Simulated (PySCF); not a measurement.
Question: Write Cartesian coordinates for 3-pyridine carbaldehyde, `n1cc(ccc1)C=O` as optimised with PBE0-D3(BJ)/def2-SVP.

Answer: 
```
atom  x, y, z in Å
O1    -2.5765    1.6586   -0.2087
C2    -2.2038    0.5149   -0.1383
C3    -0.7852    0.1075   -0.0567
C4     0.2365    1.0635   -0.0680
C5     1.5499    0.6256    0.0153
C6     1.7868   -0.7506    0.1080
N7     0.8243   -1.6690    0.1185
C8    -0.4312   -1.2421    0.0375
H9    -2.9348   -0.3334   -0.1303
H10   -0.0292    2.1209   -0.1421
H11    2.3859    1.3277    0.0104
H12    2.8148   -1.1246    0.1777
H13   -1.2152   -2.0105    0.0472
```

Any rigid rotation of these coordinates is as good. Atoms count from 1 in this order. The 5 C–C bonds span 1.387 Å (C4–C5, aromatic) to 1.478 Å (C2–C3, drawn single), a spread of 0.091 Å. Of the pairs four or more bonds apart, O1···H10 is among the closest relative to their van der Waals radii: 2.59 Å, 95 % of the sum of Bondi's values. N7 (pyridine-type nitrogen) is bent (angle 117.5°). The 6-membered ring C3–C4–C5–C6–N7–C8 has internal angles of 117.5° to 123.8° (sum 720°, against 720° for a flat polygon); it is planar, 0.00 Å rms from its mean plane, widest ring torsion 0°.

Bonds between heavy atoms (Å): O1=C2 1.205, C2–C3 1.478, C3–C4 1.399, C4–C5 1.387, C5–C6 1.399, C6–N7 1.330, N7–C8 1.329, C3–C8 1.398.

Computed with PBE0-D3(BJ)/def2-SVP geometry optimisation, gas phase in PySCF 2.14.0.

Point group: Cs (every atom within 0.08 Å of its image). Whether it is a minimum is left open (no frequencies). The numbers are those of one conformer (O1–C2–C3–C4 -1°).

Time: 28 s of wall time. Hardware: an Arm Neoverse V1 with one thread, shared host. This is the geometry optimisation.
